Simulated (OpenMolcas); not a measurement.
## Se⁺: effect of the basis set

| Property | Result |
| --- | --- |
| Program | OpenMolcas 26.06 |
| Method | SS-CASPT2, IPEA 0.25 Eh, imaginary shift 0.1 Eh (closed shells correlated: 3d 4s) |
| Active space | 3 electrons in 3 orbitals (4p) |
| State averaging | 2S+1 = 4 odd, 1 root; 2S+1 = 2 odd, 8 roots |
| Spin-orbit coupling | state interaction with AMFI integrals over the reference wave functions, term energies averaged over their components |

A. ANO-RCC-VDZP [5s4p2d], DKH2, point nucleus; CASPT2 step roughly 0.5 core-seconds
B. ANO-R1 [5s4p3d1f], X2C, finite nucleus; CASPT2 step roughly 0.6 core-seconds
C. ANO-RCC-VTZP [6s5p3d1f], DKH2, point nucleus; CASPT2 step of the order of 1.1 core-seconds
D. ANO-RCC-VQZP [7s6p4d2f1g], DKH2, point nucleus; CASPT2 step of the order of 1.5 core-seconds
E. ANO-R2 [6s6p4d3f1g], X2C, finite nucleus; CASPT2 step about 1.6 core-seconds
F. ANO-R3 [7s6p5d4f2g], X2C, finite nucleus; CASPT2 step about 3 core-seconds

Energies in cm-1 above 4s2 4p3 4S* 3/2, the measured ground level; measured values from NIST Handbook of Basic Atomic Spectroscopic Data.

| Level | A | B | C | D | E | F | Measured |
| --- | --- | --- | --- | --- | --- | --- | --- |
| 4s2 4p3 4S* 3/2 | 0.0 | 0.0 | 0.0 | 0.0 | 0.0 | 0.0 | 0.0 |
| 4s2 4p3 2D* 3/2 | 16000 | 15940 | 14300 | 13810 | 14140 | 13760 | 13168 |
| 4s2 4p3 2D* 5/2 | 16470 | 16400 | 14750 | 14260 | 14600 | 14220 | 13784 |
| 4s2 4p3 2P* 1/2 | 26420 | 26430 | 24930 | 24270 | 24660 | 24160 | 23038 |
| 4s2 4p3 2P* 3/2 | 27040 | 27050 | 25540 | 24890 | 25280 | 24800 | 23895 |

Deviations, from unrounded energies. A percentage is the sum of absolute deviations over the sum of measured energies, with the sign that they share, or ± where signs differ.

| Against measurement | Levels | A | B | C | D | E | F |
| --- | --- | --- | --- | --- | --- | --- | --- |
| mean absolute deviation (cm-1) | 4 | 3000 | 3000 | 1400 | 840 | 1200 | 760 |
| other terms of the ground configuration (%) | 4 | +16.3 | +16.1 | +7.6 | +4.5 | +6.5 | +4.1 |

F lies closest to measurement on these levels and A furthest from it. The largest miss of F in the table is 4s2 4p3 2P* 1/2, by +1100 cm-1. The ranking rests on the paired levels alone, and a cruder setting can come out closer through cancelling errors.

Among A to F the level of the table that moves most is 4s2 4p3 2P* 1/2, by 2300 cm-1 (lowest in F, highest in B). Moves below CASPT2's spread within the term are not significant.

Term energies are means over components that CASPT2 splits; among the terms shown or strongly mixed into the levels shown the widest spread is 220 cm-1 (4s2 4p3 2D*, B). With the s shell closed, the reference lacks s² → p² mixing. Some terms miss by over 15 % even with CASPT2, which points to a basis or an active space too small for the shells correlated (holds for A; B). Measured partners are found by configuration, term and J. A level has none where our copy of the source lacks it or the pairing is in doubt (some pairs that miss far off the trend of their configuration count as doubtful), and it then counts in no deviation. Levels of configurations outside the active space are missing.

* marks odd parity.
